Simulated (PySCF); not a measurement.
Spectrum to structure. Computed with TDDFT PBE0/def2-SVPD, vertical, gas phase, core orbitals frozen in the response in PySCF. Geometries: GFN2-xTB, one conformer each.

| state | ν̃ (cm⁻¹) | f | main configurations (H = HOMO, L = LUMO) |
| --- | --- | --- | --- |
| S1 | 47660 | 0.029 | H→L (95%) |
| S2 | 55390 | 0.0035 | H-1→L (93%) |
| S3 | 59250 | 0.039 | H→L+2 (77%) |
| S4 | 61090 | 0.0044 | H-2→L (72%), H-3→L (13%), H-4→L (10%) |
| S5 | 62020 | 0.028 | H→L+1 (84%) |
| S6 | 64180 | 0.0006 | H-3→L (60%), H-2→L (22%), H-4→L (8%) |

Triplets computed (Tamm–Dancoff): 4.74, 6.23 eV.

Task: Which candidate is it? All have the formula C4H7FO3S.
A. `F[C@@]1(C)CCS(=O)(=O)O1`
B. `CC[C@@]1(F)CO[S@@](=O)O1`
C. `C[C@@H]1[C@H](F)COS1(=O)=O`
D. `O=S(=O)(CF)OC1CC1`

Result: B. Its S1, at 5.91 eV, is the lowest among the candidates; the nearest of the others has S1 at 7.65 eV. S1 is HOMO→LUMO (95%). Löwdin shares by element: HOMO oxygen 57%, sulfur 28%; LUMO sulfur 49%, oxygen 44%. At the same level the other candidates give, for their lowest levels:
- `C[C@@H]1[C@H](F)COS1(=O)=O`: 8.04 eV (f 0.005); 8.17 eV (f 0.003); 8.21 eV (f 0.006); 8.40 eV (f 0.014); 8.42 eV (f 0.010); T1 7.71 eV; HOMO -9.09, LUMO 0.05 eV
- `C[C@]1(F)CCS(=O)(=O)O1`: 8.04 eV (f 0.001); 8.42 eV (f 0.005); 8.55 eV (f 0.034); 8.70 eV (f 0.006); 8.75 eV (f 0.019); T1 7.57 eV; HOMO -9.03, LUMO 0.16 eV
- `O=S(=O)(CF)OC1CC1`: 7.65 eV (f 0.038); 7.94 eV (f 0.010); 8.13 eV (f 0.020); 8.26 eV (f 0.008); 8.37 eV (f 0.009); T1 7.23 eV; HOMO -8.62, LUMO 0.21 eV

Conformer computed: `[CH3:1][CH2:2][C@@:3]1([F:4])[CH2:5][O:6][S@@:7](=[O:8])[O:9]1`: C1–C2–C3–F4 -62°.
